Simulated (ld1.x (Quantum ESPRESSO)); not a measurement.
**Al (Z = 13): ultrasoft pseudisation with PBEsol, non-relativistic reference atom.**

ld1.x (Quantum ESPRESSO) 7.5 input, shortened:

```
&input
   title='Al', zed=13., rel=0, dft='PBESOL', iswitch=3,
   config='[Ne] 3s2 3p0'
 /
 &inputp
   pseudotype=3, tm=.true., lloc=-1, rcloc=2.30,
   nlcc=.true., new_core_ps=.true., rcore=1.00,
   which_augfun='PSQ', rmatch_augfun=1.20
 /
4
3S  1  0   2.00   0.00  1.40  1.70  0.0
3S  1  0   0.00  -0.70  1.40  1.70  0.0
3P  2  1   0.00   0.00  2.10  2.35  0.0
3P  2  1   0.00   0.75  2.10  2.35  0.0
 &test
   configts(1)='3s2 3p0'
 /
```

Calculated quality:

```
Cutoffs needed                            : 8 Ry and 12 Ry (the cutoffs (Ry, on a coarse ladder) from which the occupation-weighted sum of valence levels, in a spherical-Bessel basis at the reference potential, stays within 10 and 1 mRy of its value at 400 Ry)
Ghost test                                : ghost state, extra bound levels that the all-electron valence spectrum of the same l lacks: s at -19.9 eV; a true bound ghost makes a file unfit for plane-wave use (spherical-Bessel basis up to 400 Ry, 20 bohr box)
Configuration tests                       : test run stopped at test 2 of 7 (negative rho)
Lowest eigenvalue of the overlap operator : 0.57 (s channel)
Density cutoff estimated by the generator : 167 Ry
```

Generation and tests took about 0.54 s on one core of a shared server CPU.
